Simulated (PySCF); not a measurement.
A structure optimised at B3LYP-D3(BJ)/def2-SVP, used in a PySCF frequency run:

```
Si
F 1 1.6261
F 1 1.6275 2 106.07
C 1 1.8540 2 109.50 3 -118.95
H 4 1.1014 1 109.70 2 -68.36
H 4 1.1017 5 108.23 1 120.80
H 4 1.1017 5 108.74 6 117.72
Si 1 2.3417 2 107.82 3 116.73
H 8 1.4874 1 113.37 2 -42.86
H 8 1.4891 9 109.45 1 125.80
Cl 8 2.0947 9 109.02 10 118.33
```
Charge 0, spin multiplicity 1.

Question: Write its SMILES and formula.

Answer: C[Si](F)(F)[SiH2]Cl, CH5ClF2Si2

Question: What are its rotational constants (standard atomic weights)?

Answer: 2.7847, 1.0239, 0.95090 GHz
